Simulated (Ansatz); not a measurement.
```xyz
2

C     0.0000    0.0000    0.6153
N     0.0000    0.0000   -0.6153
```

Basis set: STO-3G (spherical functions). Frozen core: 2 orbitals. Correlation on ROHF uses semicanonical orbitals with singles. Charge 0, multiplicity 2.

Computed with Ansatz (development build ahead of 0.2.0); the reference of a correlated method needn't be the lowest determinant of its kind.

Task: Give the atomization energy at this shape (free ground-state atoms in the same class of orbitals less the molecule, no zero-point energy) of doublet CN by UHF-CCSD(T), ROHF-CCSD(T).

Result:

| method | atomization energy |
| --- | --- |
| UHF-CCSD(T) | 6.50 eV |
| ROHF-CCSD(T) | 6.47 eV |

Caution: the reference determinant was not shown to be the lowest. Caution for UHF-CCSD(T): the unrestricted determinant is spin contaminated. Caution for ROHF-CCSD(T): an unrestricted determinant lies well below; other determinants can give a lower correlated total.

This basis has no polarisation functions and is too small for such energies, which can lie far from measured ones in either direction.
